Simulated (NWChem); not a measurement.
System: BNH3Cl; SMILES NBCl

The following NWChem deck was run.

```
start job
memory heap 200 mb stack 900 mb global 1100 mb
geometry units angstroms noautosym nocenter noautoz
  B     -0.580015     0.513860     0.000000
  H     -1.761210     0.655510     0.000000
  Cl     0.085264    -1.144140     0.000000
  N      0.283103     1.602320     0.000000
  H     -0.055498     2.554496     0.000000
  H      1.291204     1.516827     0.000000
end
basis spherical
  B library 6-31+g*
  H library 6-31+g*
  Cl library 6-31+g*
  N library 6-31+g*
end
dft
  xc pbe0
  iterations 150
end
property
  response 1 0.0
end
task dft property
```

Coordinates come from a B3LYP/6-31G* (spherical d) optimisation.

Static field.

Task: Predict the main results of this run. (PBE0/6-31+G* (spherical d).) Quantities: isotropic polarisability (bohr³); anisotropy (bohr³).

Result: 
```json
{
  "isotropic polarisability (bohr³)": "32.6",
  "anisotropy (bohr³)": "18.1"
}
```
